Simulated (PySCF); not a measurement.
Input and output of a scripted DFT run

The script drives PySCF SCF with an in-house response code with single-precision fitted integrals, so total energies wander by about 1e-6 Eh between cycles (the fitting error itself is about 1e-3 Eh and cancels in differences); atoms count from 0. Pop asks for populations, which are stored and not printed.

Job and coordinates (Å):

```
{"job": {"kind": "nmr", "xc": "KT3", "basis": "pcSseg-1", "pop": false}, "charge": 0, "multiplicity": 1}
C     -4.552426     1.128978     0.676327
S     -3.317491    -0.153832     0.883576
O     -3.086546    -0.401319     2.270845
O     -3.614926    -1.269893     0.043805
O     -2.093386     0.701166     0.259545
C     -0.824380     0.168292     0.165696
C     -0.544614    -1.135118     0.609249
C      0.725193    -1.628051     0.500837
C      1.766567    -0.853355    -0.050602
C      3.084086    -1.342098    -0.171894
C      4.070479    -0.564650    -0.711092
C      3.783316     0.736555    -1.153063
C      2.516635     1.239659    -1.049424
C      1.475929     0.462892    -0.497118
C      0.160715     0.953569    -0.376598
H     -4.610286     1.350878    -0.379509
H     -4.224194     1.986162     1.246348
H     -5.494521     0.749520     1.048543
H     -1.342944    -1.723977     1.028628
H      0.945679    -2.629116     0.840656
H      3.296847    -2.345016     0.169767
H      5.076931    -0.946123    -0.800650
H      4.575183     1.336115    -1.577337
H      2.294214     2.240840    -1.389018
H     -0.072623     1.952409    -0.712118
```

Command:

```bash
OMP_NUM_THREADS=1 python large_run.py task.json out
```

Problem. What does the program print?

Solution. 
```
start: PBE on a coarse grid of 22026 points
cycle   1  E = -1047.4121959869  dE =  3.220e+00  |g| = 1.446e+00  |ddm| = 5.602e+00
cycle   2  E = -1045.8741888362  dE =  1.538e+00  |g| = 3.165e+00  |ddm| = 3.935e+00
cycle   3  E = -1047.7158028507  dE = -1.842e+00  |g| = 6.630e-01  |ddm| = 3.197e+00
cycle   4  E = -1047.8009990792  dE = -8.520e-02  |g| = 2.441e-01  |ddm| = 8.363e-01
cycle   5  E = -1047.8092788993  dE = -8.280e-03  |g| = 1.168e-01  |ddm| = 2.749e-01
cycle   6  E = -1047.8121999963  dE = -2.921e-03  |g| = 3.319e-02  |ddm| = 1.356e-01
cycle   7  E = -1047.8124620890  dE = -2.621e-04  |g| = 1.415e-02  |ddm| = 4.744e-02
cycle   8  E = -1047.8125084673  dE = -4.638e-05  |g| = 4.494e-03  |ddm| = 1.748e-02
final grid: 203240 points
cycle   9  E = -1061.7093025430  dE = -3.523e-02  |g| = 2.026e-01  |ddm| = 9.894e-01
cycle  10  E = -1061.6972125619  dE =  1.209e-02  |g| = 3.055e-01  |ddm| = 4.252e-01
cycle  11  E = -1061.7140914215  dE = -1.688e-02  |g| = 6.596e-02  |ddm| = 3.234e-01
cycle  12  E = -1061.7147961946  dE = -7.048e-04  |g| = 2.426e-02  |ddm| = 7.742e-02
cycle  13  E = -1061.7149459889  dE = -1.498e-04  |g| = 7.322e-03  |ddm| = 3.218e-02
cycle  14  E = -1061.7149594260  dE = -1.344e-05  |g| = 1.373e-03  |ddm| = 9.568e-03
cycle  15  E = -1061.7149597699  dE = -3.438e-07  |g| = 8.167e-04  |ddm| = 2.113e-03
cycle  16  E = -1061.7149620224  dE = -2.253e-06  |g| = 2.337e-04  |ddm| = 1.051e-03
cycle  17  E = -1061.7149611985  dE =  8.239e-07  |g| = 7.189e-05  |ddm| = 3.295e-04
converged SCF energy = -1061.7149611985

GIAO shielding tensors (ppm)
atom      isotropic    diamagn.    paramagn.     s11        s22        s33       span
  0 C      140.708     253.685    -112.976    116.773    118.584    186.768     69.995
  1 S      227.198    1057.197    -829.999     78.794    188.845    413.954    335.160
  2 O       82.861     400.100    -317.240     52.578     73.058    122.946     70.367
  3 O       82.865     400.315    -317.450     52.528     73.021    123.045     70.517
  4 O       82.169     410.870    -328.701     -0.420     90.932    155.995    156.415
  5 C       39.956     262.939    -222.983    -36.553     50.995    105.426    141.979
  6 C       71.605     263.169    -191.564     -5.997     56.542    164.270    170.268
  7 C       62.019     253.268    -191.249    -24.392     54.116    156.333    180.725
  8 C       62.437     255.238    -192.800     -3.736      1.010    190.038    193.774
  9 C       62.502     244.340    -181.838    -29.200     56.670    160.035    189.234
 10 C       65.772     252.297    -186.525    -31.150     56.784    171.682    202.832
 11 C       64.338     252.449    -188.111    -34.009     54.804    172.218    206.227
 12 C       63.541     246.462    -182.921    -27.849     59.907    158.565    186.414
 13 C       58.780     254.901    -196.121     -5.847     -2.526    184.714    190.561
 14 C       78.339     255.198    -176.860     12.083     70.121    152.813    140.730
 15 H       28.726      30.154      -1.428     25.495     27.195     33.488      7.993
 16 H       28.725      30.047      -1.322     25.495     27.193     33.486      7.991
 17 H       28.896      21.417       7.480     25.883     26.872     33.934      8.052
 18 H       23.424      37.176     -13.752     16.612     22.774     30.886     14.274
 19 H       24.010      35.220     -11.210     19.005     24.728     28.296      9.292
 20 H       23.976      32.576      -8.600     19.240     24.479     28.210      8.970
 21 H       24.285      28.321      -4.036     20.128     25.647     27.080      6.952
 22 H       24.241      29.141      -4.900     20.116     25.450     27.157      7.041
 23 H       24.049      33.836      -9.787     19.159     24.403     28.585      9.426
 24 H       24.594      37.531     -12.937     19.131     24.924     29.727     10.596
```

The run took 18 s of wall time on 1 thread of Intel Xeon 6975P-C (shared host), peak memory 0.56 GiB.
